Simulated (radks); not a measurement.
Neutral rubidium inside a hard spherical wall (all orbitals vanish at R), configuration held at [Kr] 5s1 and not refilled when levels cross. Calculated with a radial shooting solver on a logarithmic mesh with Libxc functionals: scalar-relativistic Kohn-Sham, LDA (Slater exchange, Perdew-Wang correlation), spin-unpolarised, spherical densities, point nucleus. Eigenvalues in eV, with the zero of energy where the potential of the charges vanishes at infinity; a dash marks a level that is unbound or too diffuse for the functional's potential to be trusted. A positive occupied level is held by the wall or, in an anion where self-interaction has pushed it up, behind a barrier. The pressure on the wall is -dE/dV.

R (bohr)  E (hartree)  kinetic (hartree)    e(3d)    e(4s)    e(4p)   e(5s)  e(5p, empty)  e(6s, empty)  pressure (GPa)
free      -2977.64607           3048.598  -104.21  -31.970  -16.033  -2.363        -0.785        -0.071               0
15        -2977.64595           3048.599  -104.19  -31.952  -16.015  -2.350        -0.720         0.655         0.00102
12        -2977.64483           3048.608  -104.09  -31.856  -15.921  -2.269        -0.498         1.777          0.0151
10        -2977.64071           3048.630  -103.87  -31.640  -15.710  -2.048        -0.022         3.647          0.0899
7         -2977.60033           3048.786  -102.90  -30.713  -14.819  -0.478         2.718        12.443            1.61
4         -2976.99392           3051.015  -96.922  -25.942  -10.119  15.404        24.248        67.019             112
3.5       -2976.42289           3053.145  -92.679  -22.830   -6.778  26.986        38.159        98.330             314
1.5       -2931.39130           3180.065    8.799   116.32   148.19  469.21        493.96        977.76          123000
